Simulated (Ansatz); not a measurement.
The cluster Sr5Te5⁺. Total charge 1; doublet. Geometry r2SCAN-D4/def2-SVP.

```xyz
10

Sr   -3.3245   -3.2294    1.2841
Sr    1.5200   -1.9293    4.0992
Sr    1.1656    3.0960   -3.3836
Sr   -3.6756    0.0819   -3.2149
Sr    4.3109    1.9770    1.2147
Te   -1.0715   -3.3392    3.3338
Te    3.5669    3.1396   -1.5031
Te    3.6991    0.1420    3.5722
Te   -4.5812   -2.0479   -1.2303
Te   -1.6095    2.1094   -4.1722
```

In the def2 sets Sr, Te take a core potential; there is no spin–orbit coupling. At PBE-D4/def2-SVP, r2SCAN-D4/def2-SVP the gap within one spin of the charge 1 doublet nearly closes, so an electron or hole may be smeared out by delocalisation error. Another isomer (doublet) lies 4.98 eV lower at PBE0-D4/def2-SVP; other spin states weren't run for this one.

Estimate the α-spin orbital energies around the gap (eV) in Ansatz with PBE-D4/def2-SVP, r2SCAN-D4/def2-SVP, PBE0-D4/def2-SVP.


| orbital | PBE-D4/def2-SVP | r2SCAN-D4/def2-SVP | PBE0-D4/def2-SVP |
| --- | --- | --- | --- |
| HOMO−5 | -7.13 | -7.31 | -8.03 |
| HOMO−4 | -7.13 | -7.30 | -8.03 |
| HOMO−3 | -7.08 | -7.26 | -7.98 |
| HOMO−2 | -7.08 | -7.25 | -7.98 |
| HOMO−1 | -7.06 | -7.25 | -7.97 |
| HOMO | -7.05 | -7.23 | -7.95 |
| LUMO | -4.74 | -4.22 | -4.13 |
| LUMO+1 | -4.58 | -4.04 | -3.94 |
| LUMO+2 | -4.57 | -4.03 | -3.93 |
| LUMO+3 | -4.35 | -3.76 | -3.66 |
| LUMO+4 | -4.34 | -3.76 | -3.66 |
| LUMO+5 | -3.55 | -3.18 | -2.78 |
| β HOMO | -6.93 | -7.05 | -7.47 |
| β LUMO | -6.85 | -6.97 | -6.94 |
